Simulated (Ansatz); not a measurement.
Basis-set extrapolation for `B[SiH2]OC` (PBE0-D4/def2-TZVP geometry, frozen core, Ansatz 0.2.0). Multiplicity 1, RHF reference.

|  | def2-TZVPP | def2-QZVPP |
| --- | --- | --- |
| HF | -430.485381 | -430.501651 |
| MP2 correlation | -0.634333 | -0.680380 |
| CCSD(T) correlation | -0.708271 | not run |

Energies in hartree. Use E(X) = E(∞) + A·exp(−7.88·√X) for Hartree–Fock and E(X) = E(∞) + B·X^(−2.97) for correlation, with X = 3 and 4, and add CCSD(T) minus MP2 of the smaller set to the MP2 limit.

Task: What is the CCSD(T) energy at the basis-set limit?

Result: HF limit: -430.501651 + (-0.016270) × 0.13774 = -430.50389. MP2 limit: -0.680380 + (-0.046047) × 0.74074 = -0.71449. Higher-order term: -0.708271 − (-0.634333) = -0.07394. Total: -431.29232 hartree, 259.1 kJ/mol below CCSD(T)/def2-TZVPP.
